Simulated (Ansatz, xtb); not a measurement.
# Two isomers of ClGeH7Si2

Structure a: `[SiH3][SiH2][GeH2][Cl]`, a singlet. Structure b: `[SiH3][GeH2][SiH2]Cl`, a singlet. Both are isolated molecules in the gas phase, relaxed with B3LYP-D3(BJ)/def2-SVP, each in the lowest conformer that the search found.

Question: Estimate E(b) − E(a) at the level CCSD(T)/def2-SVP + ΔMP2/def2-TZVPP.

Answer: Calculated at CCSD(T)/def2-SVP + ΔMP2/def2-TZVPP: E(b) − E(a) = −7.6 kcal/mol, so structure b lies lower.

The same difference at several levels:

```csv
level,geometry,E(b) − E(a) (kcal/mol),departure from the last row (kcal/mol),"job, with rough time for the two"
B3LYP-D3(BJ)/def2-SVP,B3LYP-D3(BJ)/def2-SVP,−5.0,+2.6,"optimisation, 3.6 min"
HF/def2-SVP,B3LYP-D3(BJ)/def2-SVP,−5.6,+2.1,part of the CCSD(T) run
MP2/def2-SVP,B3LYP-D3(BJ)/def2-SVP,−6.6,+1.0,part of the CCSD(T) run
CCSD(T)/def2-SVP,B3LYP-D3(BJ)/def2-SVP,−5.8,+1.9,single point
CCSD(T)/def2-SVP + ΔMP2/def2-TZVPP,B3LYP-D3(BJ)/def2-SVP,−7.6,,"single point, 93 s"
```

As drawn, b has 1 Ge–Si, 1 Cl–Si in place of 1 Si–Si, 1 Cl–Ge.

The levels shown agree on the order. The largest departure from CCSD(T)/def2-SVP + ΔMP2/def2-TZVPP is that of B3LYP-D3(BJ)/def2-SVP, 2.6 kcal/mol. A small imaginary or near-zero mode remains, so no thermal terms are given. Levels run at GFN2-xTB geometries aren't shown. The last row adds to CCSD(T) the change of the MP2 difference between the two basis sets, here −1.9 kcal/mol.

The correlated steps freeze 24 core orbitals; the filled d shell of Ge is correlated, in a basis made for valence electrons. Run with Ansatz 0.2.0, xtb 6.7.1; the last row on 2 threads of Intel(R) Xeon(R) Processor @ 2.50GHz (Skylake/Cascade Lake) on a shared host.
